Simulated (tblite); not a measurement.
Task: What does the GFN2-xTB structure of `C[C@H](F)[SiH2][SiH2]N` look like in three dimensions?

Result: 
Z-matrix in Å and degrees, rows numbered from 1:
```
C 
C   1  1.5175
F   2  1.3990  1  108.46
Si  2  1.9259  1  114.09  3  -119.48
Si  4  2.3085  2  108.36  1    66.54
N   5  1.7262  4  104.65  2  -176.51
H   1  1.0866  2  109.26  3  -176.11
H   1  1.0883  2  110.39  3    64.04
H   1  1.0894  2  110.88  3   -56.17
H   2  1.0955  1  109.76  3   113.73
H   4  1.4717  2  104.14  1   -59.31
H   4  1.4726  2  105.03  1  -169.44
H   5  1.4703  4  114.91  2   -64.38
H   5  1.4753  4  113.51  2    58.14
H   6  1.0067  5  119.48  4   -50.96
H   6  1.0070  5  118.67  4   171.24
```

N6 (silicon-bound nitrogen) is pyramidal (angles 119.5°, 118.7° and 109.2°, sum 347.4°, 0.24 Å off the plane of its three neighbours). Of the pairs four or more bonds apart, Si5···H8 is among the closest relative to their van der Waals radii: 3.31 Å, 100 % of the sum of Bondi's values. Si5 (SiH2 silicon) is distorted tetrahedral (angles from 102.9° to 114.9°). Si4 (SiH2 silicon) is distorted tetrahedral (angles from 104.1° to 117.5°).

Structure optimised with GFN2-xTB, isolated species.

Point group: C1 (no symmetry element, even within 0.4 Å). Its lowest GFN2-xTB frequency is 13 cm⁻¹, too small to tell a flat minimum from a shallow saddle. The numbers are those of one conformer (C1–C2–Si4–Si5 67°, C2–Si4–Si5–N6 -177°, Si4–Si5–N6–H -51° and 171°). 3 starts were optimised and ended at 0.00, 0.39 and 1.29 kcal/mol (GFN2-xTB); the lowest of these is shown.

The numbers are calculated, not measured.
